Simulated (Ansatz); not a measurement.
`C[Si](O)([SiH3])Cl` + H₂ → `C[SiH](O)Cl` + SiH₄ at 500 K and 1 bar (hydrogenolysis of the Si–Si bond).

Calculated with Ansatz (gas phase, PBE0-D4/def2-TZVP geometries, no zero-point term in ΔE). CCSD(T)/CBS adds triple-zeta CCSD(T) − MP2 to the extrapolated MP2 energy (def2 sets, frozen cores). This one scheme is used for every species. Each species was taken in one conformer, which may not be the lowest.

```tsv
species	CCSD(T)/CBS energy (Eh)	H − E (kJ/mol)	S (J/(mol·K))
`C[Si](O)([SiH3])Cl`	-1155.49045	263.4	471.4
H₂	-1.17544	41.0	145.5
`C[SiH](O)Cl`	-865.21254	203.2	385.0
SiH₄	-291.46306	102.4	230.9
```

H − E and S are ideal-gas, rigid-rotor, harmonic terms from PBE0-D4/def2-TZVP, for one conformer and one mirror image of each species. The MP2-based limit puts H₂ 0.8 mEh under its directly extrapolated value; such offsets cancel only in part. 1 Eh = 2625.50 kJ/mol, R = 8.31446 J/(mol·K).

Task: By hand: ΔE, ΔH, ΔS and ΔG.

Result: ΔE = (-865.21254) + (-291.46306) − (-1155.49045) − (-1.17544) = -0.00971 Eh = -25.5 kJ/mol. Δ(H − E) = 203.2 + 102.4 − 263.4 − 41.0 = 1.2, so ΔH = -24.3 kJ/mol. ΔS = 385.0 + 230.9 − 471.4 − 145.5 = -1.0 J/(mol·K). ΔG = -24.3 − 500 × (-1.0)/1000 = -23.8 kJ/mol.

Task: By hand: the equilibrium constant, and the temperature at which ΔG would vanish if ΔH and ΔS stayed fixed.

Result: log₁₀ K = −ΔG/(RT ln 10) = 2.5. ΔG = 0 at ΔH/ΔS = 24300 K, far beyond where these terms or the molecules hold.

The number of gas molecules stays the same, so ΔS is small and ΔH decides. A doubt of 5 kJ/mol in ΔE shifts log₁₀ K by 0.5 here. Other conformers and mirror images would add mixing entropy, several J/(mol·K) or more a flexible species. These are equilibria of isolated gas molecules and say nothing of rates. Largest T1 diagnostic: 0.011 (customary marks: 0.02 for closed shells, 0.045 for open ones).
